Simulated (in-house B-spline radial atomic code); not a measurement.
# The xenon ion Xe⁺: [Kr] 4d10 5s2 5p5

Level of theory: non-relativistic CAM-B3LYP, spin-polarised, spherical fractional occupations, point nucleus; calculated with a radial B-spline atomic code at the basis-set limit.

Z_r = [3n² - l(l+1)]/(2<r>); Z_e = n√(-2ε); the last column is Slater's effective charge. Values are occupation-weighted means over spin.

```
shell  electrons   ε (eV)  <r> (bohr)    Z_r    Z_e  Slater
   1s          2   -33015     0.02814  53.30  49.26   53.70
   2s          2  -5036.3       0.121  49.59  38.48   49.85
   2p          6  -4738.4       0.103  48.53  37.32   49.85
   3s          2  -1045.9      0.3201  42.17  26.30   42.75
   3p          6  -919.55      0.3105  40.26  24.66   42.75
   3d         10  -684.97      0.2811  37.36  21.29   32.85
   4s          2  -200.69      0.7463  32.16  15.36   26.25
   4p          6  -155.36      0.7775  29.58  13.52   26.25
   4d         10  -77.096      0.8703  24.13   9.52   14.85
   5s          2  -31.058       1.908  19.65   7.55    8.60
   5p          5  -19.113       2.213  16.49   5.93    8.60
```

The least bound orbital is 5p down at -17.62 eV, and it is also the most diffuse (<r> = 2.234 bohr).

Caution: exact exchange at fractional occupations of open shells leaves self-interaction of up to several eV.
